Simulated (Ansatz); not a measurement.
`F[SiH2]C[SiH3]` → `[CH2]` (triplet) + `F[SiH2][SiH3]` at 700 K and 1 bar (formal loss of a carbene).

Computed with Ansatz on PBE0-D4/def2-TZVP structures; ΔE is electronic, products minus reactants. CBS: MP2 limit from def2 TZ/QZ plus the TZ coupled-cluster correction, frozen cores. This one scheme is used for every species. Triplets are unrestricted, without spin–orbit coupling. One conformer a species, not always the lowest.

```
          species  CCSD(T)/CBS energy (Eh)  H − E (kJ/mol)  S (J/(mol·K))
 `F[SiH2]C[SiH3]`               -720.28481           269.0          469.4
`[CH2]` (triplet)                -39.09499            70.4          226.8
  `F[SiH2][SiH3]`               -681.00067           179.4          406.1
```

H − E and S are ideal-gas, rigid-rotor, harmonic terms from PBE0-D4/def2-TZVP, for one conformer and one mirror image of each species, with the whole ground term of open shells counted as degenerate. 1 Eh = 2625.50 kJ/mol, R = 8.31446 J/(mol·K).

Problem. By hand: ΔE, ΔH, ΔS and ΔG.

Solution. ΔE = (-39.09499) + (-681.00067) − (-720.28481) = 0.18915 Eh = 496.6 kJ/mol. Δ(H − E) = 70.4 + 179.4 − 269.0 = -19.2, so ΔH = 477.4 kJ/mol. ΔS = 226.8 + 406.1 − 469.4 = 163.5 J/(mol·K). ΔG = 477.4 − 700 × (163.5)/1000 = 362.9 kJ/mol.

Problem. By hand: the equilibrium constant, and the temperature at which ΔG would vanish if ΔH and ΔS stayed fixed.

Solution. log₁₀ K = −ΔG/(RT ln 10) = -27.1. ΔG = 0 at ΔH/ΔS = 2920 K, far beyond where these terms or the molecules hold.

The number of gas molecules changes by +1, which sets the sign of ΔS. A doubt of 5 kJ/mol in ΔE shifts log₁₀ K by 0.4 here. Other conformers and mirror images would add mixing entropy, several J/(mol·K) or more a flexible species. Modes under 60 cm⁻¹, often nearly free rotors, make the harmonic entropy too high. A triplet takes part, so the spin changes. These are equilibria of isolated gas molecules and say nothing of rates. Largest T1 diagnostic: 0.012 (customary marks: 0.02 for closed shells, 0.045 for open ones).
